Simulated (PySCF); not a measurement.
# Computed records: AlB2H3N, BH3N, B2FHN, BH5NSi and others

Calculation on a computer-drawn molecule: the log of a Hartree-Fock and frozen-core CCSD(T) single point meant for a local Hartree-Fock minimum, with one planted fault or none, to be diagnosed. Offsets are logged minus clean, where the clean run is the same molecule without the fault. The reference is restricted for singlets and unrestricted otherwise, and also for a bond in bohr or an excited solution. Adding or removing an electron swaps singlet and doublet. The excited solution moves the top pair (singlet) or top alpha electron (doublet) to the lowest empty orbital. Highest occupied and lowest empty are orbital energies over both spins, largest force is the largest gradient component, triples share is (T) over the correlation energy, the T1 limit is 0.02 restricted and 0.045 unrestricted, electrons count all cores, a negative frequency is imaginary (commonest isotopes), and the dipole is about the centre of nuclear charge. Program: PySCF 2.14.0.

Common to all runs: meant charge 1; meant multiplicity 1; logged SCF converged yes; possible faults no fault, one electron removed, one electron added, multiplicity raised by two, geometry at a saddle point, SCF held on an excited solution, minimal basis STO-3G, one bond length entered in bohr, all coordinates scaled.

```yaml
- entry: 1
  formula: AlB2H3N
  logged_structure:
    atoms_angstrom:
      - [B, -1.7935, 2.3811, -0.1712]
      - [B, -1.7063, 0.8736, 0.4763]
      - ["N", -1.6409, -0.2539, 0.9609]
      - [Al, -1.5416, -1.9643, 1.6959]
      - [H, -1.8559, 3.4596, -0.6346]
      - [H, -1.4508, -1.9785, 3.2507]
      - [H, -1.5653, -3.1075, 0.6384]
  given:
    meant_basis: "cc-pV(D+d)Z"
    logged_electrons: 32
    logged_basis_functions: 27
    logged_spin_squared: 0.0
    "logged_highest_occupied [eV]": -13.533
    "logged_lowest_empty [eV]": -3.1579
    "logged_largest_force [hartree/bohr]": 0.041721
    logged_T1_diagnostic: 0.029539
    logged_D1_diagnostic: 0.086276
    logged_triples_share: 0.033219
    logged_CC_converged: "yes"
    "logged_dipole_magnitude [debye]": 8.103
    logged_SCF_stable_within_its_kind: "yes"
    "logged_energy_HF [hartree]": -343.0193
    "logged_energy_CCSD(T) [hartree]": -343.25662
    drawn_bonds_atom: [1, 2, 3, 1, 4, 4]
    drawn_bonds_other_atom: [2, 3, 4, 5, 6, 7]
    drawn_bonds_order: [1, 2, 1, 1, 1, 1]
  results:
    planted_fault: "minimal basis STO-3G"
    "HF_energy_offset_from_clean_run [kcal/mol]": 2612
    "CCSD(T)_energy_offset_from_clean_run [kcal/mol]": 2719
  notes: ["T1 above single-reference limit"]
- entry: 2
  formula: BH3N
  logged_structure:
    atoms_angstrom:
      - [B, -0.2289, -0.9425, 0.7353]
      - ["N", 0.1349, -1.9778, 1.2685]
      - [H, -0.5534, -0.0189, 0.2595]
      - [H, 1.0133, -2.3082, 1.1988]
      - [H, -0.438, -2.5163, 1.7855]
  given:
    meant_basis: cc-pVDZ
    logged_electrons: 14
    logged_basis_functions: 43
    logged_spin_squared: 0.0
    "logged_highest_occupied [eV]": -21.154
    "logged_lowest_empty [eV]": -4.5165
    "logged_largest_force [hartree/bohr]": 0.080301
    logged_T1_diagnostic: 0.011193
    logged_D1_diagnostic: 0.028425
    logged_triples_share: 0.023031
    logged_CC_converged: "yes"
    "logged_dipole_magnitude [debye]": 0.47069
    logged_SCF_stable_within_its_kind: "yes"
    "logged_energy_HF [hartree]": -80.59713
    "logged_energy_CCSD(T) [hartree]": -80.8465
    drawn_bonds_atom: [1, 1, 2, 2]
    drawn_bonds_other_atom: [2, 3, 4, 5]
    drawn_bonds_order: [1, 1, 1, 1]
  results:
    planted_fault: "all coordinates scaled, by -7.0 %"
    "HF_energy_offset_from_clean_run [kcal/mol]": 16.75
    "CCSD(T)_energy_offset_from_clean_run [kcal/mol]": 22.05
- entry: 3
  formula: BH3N
  logged_structure:
    atoms_angstrom:
      - [B, -0.2462, -1.0135, 0.7906]
      - ["N", 0.145, -2.1266, 1.3639]
      - [H, -0.5951, -0.0203, 0.2791]
      - [H, 1.0895, -2.4819, 1.289]
      - [H, -0.471, -2.7057, 1.9199]
  given:
    meant_basis: cc-pVDZ
    logged_electrons: 14
    logged_basis_functions: 43
    logged_spin_squared: 0.0
    "logged_highest_occupied [eV]": -20.226
    "logged_lowest_empty [eV]": -4.7093
    "logged_largest_force [hartree/bohr]": 3.3125e-05
    "logged_lowest_frequency [cm^-1]": 617.73
    logged_T1_diagnostic: 0.01407
    logged_D1_diagnostic: 0.038462
    logged_triples_share: 0.025661
    logged_CC_converged: "yes"
    "logged_dipole_magnitude [debye]": 0.78096
    logged_SCF_stable_within_its_kind: "yes"
    "logged_energy_HF [hartree]": -80.62383
    "logged_energy_CCSD(T) [hartree]": -80.88165
    drawn_bonds_atom: [1, 1, 2, 2]
    drawn_bonds_other_atom: [2, 3, 4, 5]
    drawn_bonds_order: [1, 1, 1, 1]
  results:
    planted_fault: "no fault"
    "HF_energy_offset_from_clean_run [kcal/mol]": 0.0
    "CCSD(T)_energy_offset_from_clean_run [kcal/mol]": 0.0
- entry: 4
  formula: B2FHN
  logged_structure:
    atoms_angstrom:
      - [B, -2.1332, -1.1068, -2.6295]
      - ["N", -1.6892, -0.8725, -1.451]
      - [B, -1.2434, -0.6371, -0.267]
      - [F, -0.8132, -0.41, 0.8757]
      - [H, -2.5382, -1.3206, -3.7046]
  given:
    meant_basis: cc-pVDZ
    logged_electrons: 27
    logged_basis_functions: 61
    logged_spin_squared: 0.8099
    "logged_highest_occupied [eV]": -5.4071
    "logged_lowest_empty [eV]": 2.6734
    "logged_largest_force [hartree/bohr]": 0.078817
    logged_T1_diagnostic: 0.019591
    logged_D1_diagnostic: 0.061094
    logged_triples_share: 0.029282
    logged_CC_converged: "yes"
    "logged_dipole_magnitude [debye]": 0.86658
    logged_SCF_stable_within_its_kind: "yes"
    "logged_energy_HF [hartree]": -203.8385
    "logged_energy_CCSD(T) [hartree]": -204.35059
    drawn_bonds_atom: [1, 2, 3, 1]
    drawn_bonds_other_atom: [2, 3, 4, 5]
    drawn_bonds_order: [1, 2, 1, 1]
  results:
    planted_fault: "one electron added"
    "HF_energy_offset_from_clean_run [kcal/mol]": -106.8
    "CCSD(T)_energy_offset_from_clean_run [kcal/mol]": -117.8
- entry: 5
  formula: B2FHN
  logged_structure:
    atoms_angstrom:
      - [B, -2.1332, -1.1068, -2.6295]
      - ["N", -1.6892, -0.8725, -1.451]
      - [B, -1.2434, -0.6371, -0.267]
      - [F, -0.8132, -0.41, 0.8757]
      - [H, -2.8986, -1.5109, -4.661]
  given:
    meant_basis: cc-pVDZ
    logged_electrons: 26
    logged_basis_functions: 61
    logged_spin_squared: 0.6878
    "logged_highest_occupied [eV]": -18.589
    "logged_lowest_empty [eV]": -4.9397
    "logged_largest_force [hartree/bohr]": 0.027773
    logged_T1_diagnostic: 0.071069
    logged_D1_diagnostic: 0.3075
    logged_triples_share: 0.034665
    logged_CC_converged: "yes"
    "logged_dipole_magnitude [debye]": 4.3772
    logged_SCF_stable_within_its_kind: "yes"
    "logged_energy_HF [hartree]": -203.53114
    "logged_energy_CCSD(T) [hartree]": -204.02794
    drawn_bonds_atom: [1, 2, 3, 1]
    drawn_bonds_other_atom: [2, 3, 4, 5]
    drawn_bonds_order: [1, 2, 1, 1]
  results:
    planted_fault: "one bond length entered in bohr, row 4 of the drawn bonds"
    "HF_energy_offset_from_clean_run [kcal/mol]": 86.08
    "CCSD(T)_energy_offset_from_clean_run [kcal/mol]": 84.65
  notes: ["T1 above single-reference limit"]
- entry: 6
  formula: BH5NSi
  logged_structure:
    atoms_angstrom:
      - [B, 0.9384, 1.0129, -1.4904]
      - ["N", 0.8403, 1.9616, -0.603]
      - [Si, 0.9218, 1.7806, 1.259]
      - [H, 1.0307, 0.1365, -2.2604]
      - [H, 0.7043, 2.9081, -0.944]
      - [H, -0.3734, 2.2744, 1.7278]
      - [H, 1.1202, 0.3376, 1.4269]
      - [H, 2.0674, 2.6015, 1.6526]
  given:
    meant_basis: "cc-pV(D+d)Z"
    logged_electrons: 30
    logged_basis_functions: 76
    logged_spin_squared: 0.0
    "logged_highest_occupied [eV]": -10.214
    "logged_lowest_empty [eV]": -11.822
    "logged_largest_force [hartree/bohr]": 0.20793
    logged_CC_converged: "no"
    "logged_dipole_magnitude [debye]": 4.8339
    logged_SCF_stable_within_its_kind: "no"
    "logged_energy_HF [hartree]": -370.15118
    drawn_bonds_atom: [1, 2, 1, 2, 3, 3, 3]
    drawn_bonds_other_atom: [2, 3, 4, 5, 6, 7, 8]
    drawn_bonds_order: [1, 1, 1, 1, 1, 1, 1]
  results:
    planted_fault: "SCF held on an excited solution"
    "HF_energy_offset_from_clean_run [kcal/mol]": 380.9
  notes: ["CCSD not converged"]
- entry: 7
  formula: BH5NSi
  logged_structure:
    atoms_angstrom:
      - [B, 0.9384, 1.0129, -1.4904]
      - ["N", 0.8403, 1.9616, -0.603]
      - [Si, 0.9218, 1.7806, 1.259]
      - [H, 1.0307, 0.1365, -2.2604]
      - [H, 0.7043, 2.9081, -0.944]
      - [H, -0.3734, 2.2744, 1.7278]
      - [H, 1.1202, 0.3376, 1.4269]
      - [H, 2.0674, 2.6015, 1.6526]
  given:
    meant_basis: "cc-pV(D+d)Z"
    logged_electrons: 30
    logged_basis_functions: 24
    logged_spin_squared: 0.0
    "logged_highest_occupied [eV]": -16.818
    "logged_lowest_empty [eV]": -0.97116
    "logged_largest_force [hartree/bohr]": 0.030167
    logged_T1_diagnostic: 0.018237
    logged_D1_diagnostic: 0.066034
    logged_triples_share: 0.023887
    logged_CC_converged: "yes"
    "logged_dipole_magnitude [debye]": 3.4616
    logged_SCF_stable_within_its_kind: "yes"
    "logged_energy_HF [hartree]": -366.46793
    "logged_energy_CCSD(T) [hartree]": -366.64754
    drawn_bonds_atom: [1, 2, 1, 2, 3, 3, 3]
    drawn_bonds_other_atom: [2, 3, 4, 5, 6, 7, 8]
    drawn_bonds_order: [1, 1, 1, 1, 1, 1, 1]
  results:
    planted_fault: "minimal basis STO-3G"
    "HF_energy_offset_from_clean_run [kcal/mol]": 2692
    "CCSD(T)_energy_offset_from_clean_run [kcal/mol]": 2817
- entry: 8
  formula: BH5NSi
  logged_structure:
    atoms_angstrom:
      - [B, 0.8465, 0.9136, -1.3443]
      - ["N", 0.758, 1.7693, -0.5439]
      - [Si, 0.8315, 1.6061, 1.1356]
      - [H, 0.9297, 0.1231, -2.0389]
      - [H, 0.6353, 2.6231, -0.8515]
      - [H, -0.3368, 2.0515, 1.5585]
      - [H, 1.0104, 0.3045, 1.287]
      - [H, 1.8648, 2.3465, 1.4907]
  given:
    meant_basis: "cc-pV(D+d)Z"
    logged_electrons: 30
    logged_basis_functions: 76
    logged_spin_squared: 0.0
    "logged_highest_occupied [eV]": -18.663
    "logged_lowest_empty [eV]": -3.5607
    "logged_largest_force [hartree/bohr]": 0.11944
    logged_T1_diagnostic: 0.011183
    logged_D1_diagnostic: 0.026621
    logged_triples_share: 0.023115
    logged_CC_converged: "yes"
    "logged_dipole_magnitude [debye]": 3.896
    logged_SCF_stable_within_its_kind: "yes"
    "logged_energy_HF [hartree]": -370.66861
    "logged_energy_CCSD(T) [hartree]": -371.03427
    drawn_bonds_atom: [1, 2, 1, 2, 3, 3, 3]
    drawn_bonds_other_atom: [2, 3, 4, 5, 6, 7, 8]
    drawn_bonds_order: [1, 1, 1, 1, 1, 1, 1]
  results:
    planted_fault: "all coordinates scaled, by -9.8 %"
    "HF_energy_offset_from_clean_run [kcal/mol]": 56.18
    "CCSD(T)_energy_offset_from_clean_run [kcal/mol]": 63.98
- entry: 9
  formula: C2H6BO
  logged_structure:
    atoms_angstrom:
      - [B, 0.8574, 1.1997, -2.5294]
      - [O, 0.3992, 0.6071, -1.5874]
      - [C, -0.2081, -0.153, -0.3908]
      - [C, 0.8717, -0.3846, 0.6232]
      - [H, 1.3035, 1.7753, -3.4439]
      - [H, -0.5964, -1.0455, -0.8648]
      - [H, -1.0002, 0.5156, -0.0782]
      - [H, 1.6743, -0.9995, 0.2196]
      - [H, 1.271, 0.5539, 1.004]
      - [H, 0.4097, -0.9235, 1.453]
  given:
    meant_basis: cc-pVDZ
    logged_electrons: 30
    logged_basis_functions: 86
    logged_spin_squared: 0.0
    "logged_highest_occupied [eV]": -18.957
    "logged_lowest_empty [eV]": -2.2684
    "logged_largest_force [hartree/bohr]": 1.8805e-05
    "logged_lowest_frequency [cm^-1]": 115.31
    logged_T1_diagnostic: 0.015072
    logged_D1_diagnostic: 0.043098
    logged_triples_share: 0.028021
    logged_CC_converged: "yes"
    "logged_dipole_magnitude [debye]": 3.6999
    logged_SCF_stable_within_its_kind: "yes"
    "logged_energy_HF [hartree]": -178.55165
    "logged_energy_CCSD(T) [hartree]": -179.13631
    drawn_bonds_atom: [1, 2, 3, 1, 3, 3, 4, 4, 4]
    drawn_bonds_other_atom: [2, 3, 4, 5, 6, 7, 8, 9, 10]
    drawn_bonds_order: [1, 1, 1, 1, 1, 1, 1, 1, 1]
  results:
    planted_fault: "no fault"
    "HF_energy_offset_from_clean_run [kcal/mol]": 0.0
    "CCSD(T)_energy_offset_from_clean_run [kcal/mol]": 0.0
- entry: 10
  formula: BClH3OSi
  logged_structure:
    atoms_angstrom:
      - [B, -0.566, 0.0629, -0.7836]
      - [O, -1.3813, -0.8364, -0.742]
      - [Si, -2.6004, -2.1632, -0.5474]
      - [Cl, -2.923, -2.2431, 1.429]
      - [H, 0.2193, 0.9284, -0.8276]
      - [H, -1.8715, -3.304, -1.0783]
      - [H, -3.7203, -1.6398, -1.3129]
  given:
    meant_basis: "cc-pV(D+d)Z"
    logged_electrons: 46
    logged_basis_functions: 31
    logged_spin_squared: 0.0
    "logged_highest_occupied [eV]": -15.801
    "logged_lowest_empty [eV]": 0.76888
    "logged_largest_force [hartree/bohr]": 0.047653
    logged_T1_diagnostic: 0.019569
    logged_D1_diagnostic: 0.061097
    logged_triples_share: 0.051584
    logged_CC_converged: "yes"
    "logged_dipole_magnitude [debye]": 7.6282
    logged_SCF_stable_within_its_kind: "yes"
    "logged_energy_HF [hartree]": -840.08052
    "logged_energy_CCSD(T) [hartree]": -840.25743
    drawn_bonds_atom: [1, 2, 3, 1, 3, 3]
    drawn_bonds_other_atom: [2, 3, 4, 5, 6, 7]
    drawn_bonds_order: [1, 1, 1, 1, 1, 1]
  results:
    planted_fault: "minimal basis STO-3G"
    "HF_energy_offset_from_clean_run [kcal/mol]": 5973
    "CCSD(T)_energy_offset_from_clean_run [kcal/mol]": 6192
```
